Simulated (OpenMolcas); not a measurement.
Computed levels of 5s² 5p³ in ions with 51 electrons, in cm-1 above ⁴S°_3/2.

| Quantity | Value |
| --- | --- |
| Program | OpenMolcas 26.06 |
| Method | SS-RASPT2, IPEA 0.25 Eh, imaginary shift 0.1 Eh |
| Basis | ANO-RCC-VQZP |
| Scalar Hamiltonian | DKH2, point nucleus |
| Spin-orbit coupling | state interaction with AMFI integrals over the reference wave functions, term energies averaged over their components |

Active space for each ion: 5 electrons in 9 orbitals (RAS2 5s 5p; RAS3 5d, at most 2 electrons); closed shells correlated by CASPT2: 4d.

| Level | Sb | I2+ | Xe3+ |
| --- | --- | --- | --- |
| ²D°_3/2 | 9020 | 11870 | 13350 |
| ²D°_5/2 | 10050 | 14490 | 17000 |
| ²P°_1/2 | 17140 | 24570 | 28260 |
| ²P°_3/2 | 18570 | 28590 | 34250 |

Estimate ²D°_3/2, ²D°_5/2 for Te+ from its neighbours Sb and I2+.

²D°_3/2 is another term, which grows about linearly with the charge: (9020 + 11870) / 2 = 10445. The calculation gives 10660, so the estimate is off by -2.0 %; the measured value is 10222 (NIST Handbook of Basic Atomic Spectroscopic Data).
²D°_5/2 is another term, which grows about linearly with the charge: (10050 + 14490) / 2 = 12270. The calculation gives 12420, so the estimate is off by -1.2 %; the measured value is 12422 (NIST Handbook of Basic Atomic Spectroscopic Data).

CASPT2 breaks the degeneracy within a term, and the mean is taken; among the terms shown or strongly mixed into the levels shown the widest spread is 11 cm-1 (5s² 5p³ ²D°, Te+). Some high roots are left out of the spin-orbit mixing, which shifts the levels that they would mix with (holds for Sb). Active for correlation alone: 5d; no level in the range computed is led by a configuration that fills it, so any true level of that kind is missing (holds for Sb). The run also gave levels led by 5s² 5p² 5d, which use shells meant for correlation; these and all levels above them are left out (holds for Te+). The run also gave levels led by 5s 5p³ 5d, 5s² 5p² 5d, which use shells meant for correlation; these and all levels above them are left out (holds for I2+; Xe3+). Measured partners are found by configuration, term and J. A level has none where our copy of the source lacks it or the pairing is in doubt (some pairs that miss far off the trend of their configuration count as doubtful), and it then counts in no deviation. Levels of configurations outside the active space are missing.

° marks odd parity.
